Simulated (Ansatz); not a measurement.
Basis-set extrapolation for C3H8OSi, SMILES `C/C=C(\O)[SiH3]` (PBE0-D4/def2-TZVP geometry, frozen core, Ansatz 0.2.0). Multiplicity 1, RHF reference.

```tsv
	def2-TZVPP	def2-QZVPP
HF	-482.115978	-482.134075
MP2 correlation	-0.866264	-0.926752
CCSD(T) correlation	-0.952072	not run
```

Energies in hartree. Use E(X) = E(∞) + A·exp(−7.88·√X) for Hartree–Fock and E(X) = E(∞) + B·X^(−2.97) for correlation, with X = 3 and 4, and add CCSD(T) minus MP2 of the smaller set to the MP2 limit.

Question: What is the CCSD(T) energy at the basis-set limit?

Answer: HF limit: -482.134075 + (-0.018097) × 0.13774 = -482.13657. MP2 limit: -0.926752 + (-0.060488) × 0.74074 = -0.97156. Higher-order term: -0.952072 − (-0.866264) = -0.08581. Total: -483.19394 hartree, 79.0 kcal/mol below CCSD(T)/def2-TZVPP.
